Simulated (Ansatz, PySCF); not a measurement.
Reaction (SMILES): c1ccoc1 + 4 C (CH4) + O (H2O) → 2 C=C (C2H4) [ethene] + CC (C2H6) [ethane] + 2 CO (CH4O) [methanol]
Each molecule is optimised on its own at B3LYP-D3(BJ)/def2-TZVP (Ansatz, a program for electronic structure). Unstable Hartree-Fock reference: c1ccoc1.

Property: bond separation energy (enthalpy at 298 K, with B3LYP-D3(BJ) rigid-rotor harmonic-oscillator terms from PySCF), in kcal/mol. Cores are frozen in the correlated levels unless marked. Spin-orbit coupling is left out. Non-relativistic. Basis-set limits of correlation are two-point, X^-3; Hartree-Fock from the larger set. The bracket is a focal-point correction in the basis named.

```csv
level,program,bond separation energy (kcal/mol)
HF-D4/def2-TZVPD,PySCF + dftd4,36.7
SVWN5/def2-TZVPD,Ansatz,53.5
```

**Question.** Estimate the value at RI-MP2/CBS(cc-pVTZ,cc-pVQZ)+[CCSD(T)-MP2]/cc-pVTZ as computed with Ansatz.

**Answer.** 45.3 kcal/mol
